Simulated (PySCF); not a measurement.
## Correlation energy of O⁺ (oxygen, charge +1)

Starting occupation: [He] 2s2 2p3, 2p3/2 with m_j = -1/2, +1/2, +3/2. All numbers are calculated (PySCF 2.14, X2C-1e with screened-nucleus spin-orbit coupling, Gaussian nucleus, in x2c-SVPall-2c with one added diffuse shell of s type (4s2p1d, 15 functions)). Frozen: 1s2; 5 electrons correlated.

MP2 pair energies summed by pair of shells (mhartree):

```tsv
pair	energy	share (%)
2p-2s	-45.50	65.7
2p-2p	-16.53	23.9
2s-2s	-7.19	10.4
```

Total MP2 correlation energy: -69.22 mhartree.

The GHF reference relaxed away from the jj start to a determinant that is no pure jj level (⟨S²⟩ = 3.76, ⟨J²⟩ = 3.76); the energies belong to that determinant.
